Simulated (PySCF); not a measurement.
Another site gives an ion 52898.57 eV lower (`O=[CH][GeH3]`) at the level PBE-D3(BJ)/def2-TZVP // TPSSh-D3(BJ)/def2-TZVP (PySCF).

Excitations are Tamm–Dancoff values on a coarser integration grid. The basis has no diffuse functions, so Rydberg states are missing or too high.

Z-matrix (Å, degrees):
```
N
C 1 1.3595
O 2 1.2176 1 125.60
H 2 1.1056 3 122.64 1 180.00
C 1 1.4469 2 121.53 4 0.16
H 5 1.0909 1 109.15 2 -0.32
H 5 1.0950 6 108.72 1 121.07
H 5 1.0951 6 108.72 7 117.84
C 1 1.4505 2 120.28 4 -179.96
H 9 1.0881 1 107.83 2 -0.02
H 9 1.0945 10 109.73 1 120.34
H 9 1.0945 10 109.73 11 119.32
```
Charge 0, spin multiplicity 1.

Problem. Predict the dipole moment, S1 excitation (TDA), total energy, S1 oscillator strength, brightest of the four lowest singlets (TDA), LUMO, HOMO and HOMO–LUMO gap from PySCF 2.14.0 with TPSSh-D3(BJ)/def2-TZVP.

Solution. 
The dipole moment comes out as 4.02 D and the S1 excitation (TDA) comes out as 5.79 eV. The total energy is -248.6308 Ha and the S1 oscillator strength is 0.001. The brightest of the four lowest singlets (TDA) is 7.28 eV. The LUMO is 0.15 eV and the HOMO comes out as -6.39 eV. The HOMO–LUMO gap is 6.54 eV.
